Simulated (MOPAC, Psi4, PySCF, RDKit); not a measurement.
Torsional profile of SMILES C([SiH2]CC(C)(C)C)(F)(F)F (C₆H₁₃F₃Si). Scanned: dihedral C2–C5–Si6–C7; all other coordinates were relaxed at GFN2-xTB. Points at φ and −φ are mirror images. Heavy atoms are numbered in the order of the SMILES CC(C)(C)C[SiH2]C(F)(F)F, hydrogens after them in the order of the atoms that carry them; the mirror image has the same energies with the sign of each dihedral reversed.

- MMFF94 // GFN2-xTB (RDKit)
- PM6, restricted, heats of formation // GFN2-xTB (MOPAC)
- RKS-B3LYP/6-311+G** = restricted B3LYP/6-311+G**, spherical d, density fitting // GFN2-xTB in PySCF 2.14.0
- PBE-D3(BJ)/def2-SVP // GFN2-xTB (Psi4)

Energies relative to the lowest point of each profile, in eV; the last columns give the difference from PBE-D3(BJ):

```
φ / °  MMFF94    PM6  RKS-B3LYP/6-311+G**  PBE-D3(BJ)/def2-SVP  MMFF94 − PBE-D3(BJ)/def2-SVP  PM6 − PBE-D3(BJ)/def2-SVP  RKS-B3LYP/6-311+G** − PBE-D3(BJ)/def2-SVP
-----  ------  -----  -------------------  -------------------  ----------------------------  -------------------------  -----------------------------------------
-150    0.052  0.013                0.014                0.038                         0.014                     -0.025                                     -0.024
-120    0.056  0.035                0.038                0.050                         0.007                     -0.014                                     -0.011
-90     0.047  0.035                0.052                0.025                         0.022                      0.010                                      0.027
-60     0.014  0.059                0.054                0.000                         0.014                      0.059                                      0.054
-30     0.118  0.122                0.108                0.033                         0.085                      0.089                                      0.076
0       0.239  0.170                0.176                0.106                         0.133                      0.064                                      0.069
30      0.118  0.122                0.108                0.033                         0.085                      0.089                                      0.076
60      0.014  0.059                0.054                0.000                         0.014                      0.059                                      0.054
90      0.047  0.035                0.052                0.025                         0.022                      0.010                                      0.027
120     0.056  0.035                0.038                0.050                         0.007                     -0.014                                     -0.011
150     0.052  0.013                0.014                0.038                         0.014                     -0.025                                     -0.024
180     0.000  0.000                0.000                0.022                        -0.022                     -0.022                                     -0.022
```

MMFF94 is furthest from PBE-D3(BJ)/def2-SVP at 0 (0.133 eV, above); its mean absolute difference over the points is 0.037 eV.

PM6 is furthest from PBE-D3(BJ)/def2-SVP at -30 (0.089 eV, above); its mean absolute difference over the points is 0.040 eV.

RKS-B3LYP/6-311+G** is furthest from PBE-D3(BJ)/def2-SVP at -30 (0.076 eV, above); its mean absolute difference over the points is 0.040 eV.

MMFF94 has few fitted parameters for silicon.
